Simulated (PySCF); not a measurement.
## SnCl⁺: from constants to spectrum

RHF-CCSD(T) constants of SnCl⁺, ¹Σ⁺ (singlet), closed shell (Sn def2-SVP with ECP28, Cl def2-SVP; scalar-relativistic core potentials (PySCF 2.14); masses 119.9022 and 34.9689 u):

| Property | Result |
| --- | --- |
| ωe | 429.0 cm⁻¹ |
| ωexe | 1.07 cm⁻¹ |
| Be | 0.11788 cm⁻¹ |
| αe | 0.000406 cm⁻¹ |
| De to Sn⁺ + Cl | 3.75 eV |

Q: What force constant and bond length do these constants imply?

A: Reduced mass μred = 27.073 u; k = 5.8918×10⁻⁷·μred·ωe² (u, cm⁻¹, mdyn/Å) = 2.94 mdyn/Å; Re = √(16.8576/(μred·Be)) (u, cm⁻¹, Å) = 2.298 Å.

Q: Estimate the centrifugal constant D from the Kratzer relation and find the Dunham coefficient a1.

A: D = 4Be³/ωe² = 3.56e-08 cm⁻¹; a1 = −1 − αeωe/(6Be²) = -3.09.

Correlated steps freeze 9 core orbitals. Correlated levels converge slowly with the basis: in double zeta they bind strong bonds too weakly, by up to about 1 eV, and carry superposition errors of some tenths. These are scalar-relativistic numbers at best; spin–orbit coupling would shift them, the dissociation energy most. For an ion De counts to the pair picked by the measured ionisation energies or electron affinities, which need not be the lowest pair at this level. Where the molecule has an RHF reference, its open-shell atoms are computed with UHF.
